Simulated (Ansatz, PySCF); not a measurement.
Stretching the Be1–H2 bond in BeClH (SMILES [BeH][Cl]) (multiplicity 1 held, fragments rigid). Energies count from the point at 1.323 Å.
Geometry at that point (charge 0, multiplicity 1):
```
atom   x (Å)   y (Å)    z (Å)
----  ------  ------  -------
Be    0.0000  0.0000  -1.3353
H     0.0000  0.0000  -2.6579
Cl    0.0000  0.0000   0.4705
```

R- and RO- levels are restricted; in cc, def2 and unpolarised 6-31G sets they are followed outwards from rest. U- levels take the lowest unrestricted solution at each point, which mixes spins at long bonds. Levels need not reach the same state.

Rows in 6-31G* carry no dispersion term and start afresh at each structure (6-31G* with six Cartesian d functions).

Codes used: Ansatz (an electronic-structure program); PySCF for 6-31G* rows. Each number belongs to the level named beside it.

What energy at R = 4.233 Å does U-HF/6-31G* give?

3.19 eV

Estimate the energy at R = 4.233 Å that R-PBE/aug-cc-pV(T+d)Z returns for this input.

5.02 eV

Doubts at one or more of the structures used: a spin-contaminated determinant (U-HF/6-31G*); a restricted determinant that unrestricted orbitals would lower (R-PBE/aug-cc-pV(T+d)Z).
